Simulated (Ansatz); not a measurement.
AlB12⁻ (the lowest singlet isomer of a short search), 13 atoms. Hardware: 4 threads of Arm Neoverse V1 on a shared host.

Correlated methods freeze 17 core orbitals.

Problem. How many basis functions does each of these Ansatz runs have, and roughly what does it cost? HF/STO-3G, charge -1 triplet, energy; HF/STO-3G, charge -1 quintet, energy; PBE-D4/def2-SVP, charge -1 singlet, relaxation, 12 steps; PBE0-D4/def2-TZVPD, charge 0 doublet at the geometry of the charge -1 singlet, energy; PBE0-D4/def2-TZVPD, charge -1 quintet, energy, from earlier orbitals; PBE-D4/def2-TZVPD, charge -1 triplet, energy, from earlier orbitals; PBE-D4/def2-TZVPD, charge 0 doublet at the geometry of the charge -1 singlet, energy, from earlier orbitals; r2SCAN-D4/def2-TZVPD, charge -1 quintet, energy, from earlier orbitals; MP2/def2-SVPD, charge -1 quintet, energy, from earlier orbitals; PBE0-D4/def2-TZVPD, charge -1 triplet, energy, from earlier orbitals; HF/6-31G, charge -1 singlet, energy; PBE-D4/def2-SVP, charge -1 triplet, relaxation, 18 steps.

Solution. Other jobs shared the machine, so times can vary by a factor of up to 3. A dash marks memory too small to be measured apart from the calling script's.

```tsv
run	functions	fitting or Cholesky vectors	wall time	peak host memory (GiB)
HF/STO-3G, charge -1 triplet, energy	69	905	1.2 s	–
HF/6-31G, charge -1 singlet, energy	121	1650	1.6 s	–
HF/STO-3G, charge -1 quintet, energy	69	906	1.9 s	–
PBE-D4/def2-TZVPD, charge -1 triplet, energy, from earlier orbitals	486	2244	28 s	1.3
MP2/def2-SVPD, charge -1 quintet, energy, from earlier orbitals	264	2597	28 s	1.5
PBE-D4/def2-TZVPD, charge 0 doublet at the geometry of the charge -1 singlet, energy, from earlier orbitals	486	2244	33 s	1.3
PBE-D4/def2-SVP, charge -1 singlet, relaxation, 12 steps	186	2041	36 s	–
r2SCAN-D4/def2-TZVPD, charge -1 quintet, energy, from earlier orbitals	486	2244	68 s	1.4
PBE-D4/def2-SVP, charge -1 triplet, relaxation, 18 steps	186	2041	76 s	–
PBE0-D4/def2-TZVPD, charge -1 triplet, energy, from earlier orbitals	486	2274	83 s	2.6
PBE0-D4/def2-TZVPD, charge 0 doublet at the geometry of the charge -1 singlet, energy	486	2274	93 s	2.6
PBE0-D4/def2-TZVPD, charge -1 quintet, energy, from earlier orbitals	486	2274	1.8 min	2.6
```
